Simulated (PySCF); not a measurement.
Indirect couplings

Molfile (atoms numbered from 1):
```
CH8BNO
     RDKit          3D

 12 11  0  0  0  0  0  0  0  0999 V2000
    1.2668   -0.0730    0.3032 N   0  0  0  0  0  0  0  0  0  0  0  0
    0.1770    0.0917   -0.8991 B   0  0  0  0  0  0  0  0  0  0  0  0
   -1.0739    0.7389   -0.1083 C   0  0  0  0  0  0  0  0  0  0  0  0
   -1.3160   -0.0136    1.1006 O   0  0  0  0  0  0  0  0  0  0  0  0
    1.7660    0.7932    0.5039 H   0  0  0  0  0  0  0  0  0  0  0  0
    1.9472   -0.8152    0.1555 H   0  0  0  0  0  0  0  0  0  0  0  0
    0.6639   -0.2962    1.1126 H   0  0  0  0  0  0  0  0  0  0  0  0
    0.6666    0.7753   -1.7892 H   0  0  0  0  0  0  0  0  0  0  0  0
   -0.0647   -1.0612   -1.2589 H   0  0  0  0  0  0  0  0  0  0  0  0
   -1.9906    0.7931   -0.7228 H   0  0  0  0  0  0  0  0  0  0  0  0
   -0.8828    1.7719    0.2349 H   0  0  0  0  0  0  0  0  0  0  0  0
   -1.6260   -0.8808    0.8148 H   0  0  0  0  0  0  0  0  0  0  0  0
  1  2  1  0
  2  3  1  0
  3  4  1  0
  1  5  1  0
  1  6  1  0
  1  7  1  0
  2  8  1  0
  2  9  1  0
  3 10  1  0
  3 11  1  0
  4 12  1  0
M  CHG  2   1   1   2  -1
M  END
```

Couplings: B3LYP/pcJ-1 (spin–dipole term only in couplings to heteroatoms) in PySCF 2.14.0 with density-fitted response routines, geometry PBE0-D3(BJ)/def2-SVP; gas phase, one conformer, non-relativistic. Couplings are averaged over pairs made equivalent by symmetry, fast rotation or ring inversion, so a value needn't be that of the named pair in this geometry, while other rotamers aren't included; one pair stands for each set, and the list holds those of at least 0.8 Hz over up to four bonds, among pairs with at least one N or B or C or H atom (others weren't computed).

Isotopes: $^{13}$C, $^{1}$H, $^{11}$B, $^{15}$N, $^{17}$O. Couplings to quadrupolar nuclei such as 17O and 33S are rarely resolved in practice.

```csv
pair,bonds,J (Hz)
"N1, B2",1,?
"N1, H5",1,?
"B2, C3",1,51.6
"B2, H8",1,107.6
"C3, O4",1,18.6
"C3, H10",1,135.9
"O4, H12",1,-68.8
"N1, H8",2,-3.0
"B2, H5",2,?
"B2, H10",2,?
"C3, H12",2,-1.8
"O4, H10",2,-9.3
"H5, H6",2,-11.3
"H8, H9",2,-8.5
"H10, H11",2,-15.3
"N1, O4",3,1.7
"N1, H10",3,-2.6
"C3, H5",3,3.6
"O4, H8",3,-3.0
"H5, H8",3,5.2
"H8, H10",3,?
"H8, H11",3,?
"H10, H12",3,?
"O4, H5",4,?
```

**Question.** Estimate the withheld couplings, with signs.

**Answer.** 
- $^{1}J$(N1,B2) = -4.0 Hz (bond length 1.631 Å)
- $^{1}J$(N1,H5) = -73.1 Hz (bond length 1.020 Å)
- $^{2}J$(B2,H5) = -2.6 Hz
- $^{2}J$(B2,H10) = -1.7 Hz (mean over equivalent pairs that range from -3.9 to 0.5 Hz in this conformer)
- $^{3}J$(H8,H10) = 5.2 Hz (mean over equivalent pairs that range from 0.2 to 10.1 Hz in this conformer)
- $^{3}J$(H8,H11) = 3.7 Hz (dihedral angle 49°)
- $^{3}J$(H10,H12) = 9.0 Hz (mean over equivalent pairs that range from 2.7 to 15.4 Hz in this conformer)
- $^{4}J$(O4,H5) = 0.9 Hz (mean over equivalent pairs that range from -0.3 to 2.5 Hz in this conformer)
